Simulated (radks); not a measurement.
The numbers below are computed, except where a source is named.
All-electron atom: Sb4+ in [Kr] 4d10 5s1. Level of theory: Dirac Kohn-Sham, PBE, spin-unpolarised, spherical densities, point nucleus (a radial shooting solver on a logarithmic mesh with Libxc functionals).

X-ray form factor f0, the Fourier transform of the density (f0(0) = 47):

sin(theta)/lambda (1/angstrom)  f0 (electrons)
0.05                                    46.548
0.1                                     45.261
0.15                                    43.315
0.2                                     40.938
0.25                                    38.350
0.3                                     35.728
0.4                                     30.835
0.5                                     26.769
0.6                                     23.612
0.8                                     19.414
1                                       16.693
1.25                                    13.879
1.5                                     11.336
2                                        7.650
